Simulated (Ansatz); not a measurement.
HBClS, SMILES `S[B-]Cl` (lower singlet; H–S–B–Cl torsion 180°) (charge -1, multiplicity 1). This singlet lies 1.06 eV below the relaxed triplet at the level frozen-core CCSD(T)/aug-cc-pVTZ // B3LYP-D3(BJ)/def2-TZVPD (Ansatz, an electronic-structure program).

Method: r2SCAN/aug-cc-pVTZ // B3LYP-D3(BJ)/def2-TZVPD (Ansatz).

Ansatz 0.2 input:
```yaml
crystal:
  periodic: [false, false, false]
  atoms:
    - { symbol: S, position_ang: [-0.804296, -0.601278, 0.159903] }
    - { symbol: B, position_ang: [0.526355, 0.697175, -0.195026] }
    - { symbol: Cl, position_ang: [2.134084, -0.287675, 0.133898] }
    - { symbol: H, position_ang: [-1.856142, 0.191779, -0.098775] }
basis:
  gaussian: { orbitals: aug-cc-pVTZ }
hamiltonian:
  xc: r2scan
total_charge: -1
```

Output:

```
Functional definition: r2SCAN
980 factors; their error is unknown
mean field evaluation 1: about -24048.6492 eV, gradient 2.5e1 eV
mean field evaluation 2: about -24040.1351 eV, gradient 5.0e1 eV
mean field evaluation 4: about -24050.6144 eV, gradient 3.7e0 eV
mean field evaluation 8: about -24050.6563 eV, gradient 1.6e-1 eV
mean field evaluation 16: about -24050.6209 eV, gradient 1.6e-4 eV
mean field -24050.62088745 eV, -883.8440155176 hartree, gradient 4.6e-5 eV, S^2 0.000000; 0 other end points of the search recorded, 0 dependent functions left out
reference -24050.62090181 eV, -883.8440160453 hartree; 20, 20 occupied and 149, 149 virtual orbitals, 980 factors
Total energy: -24050.62090181 eV, -883.8440160453 hartree
```
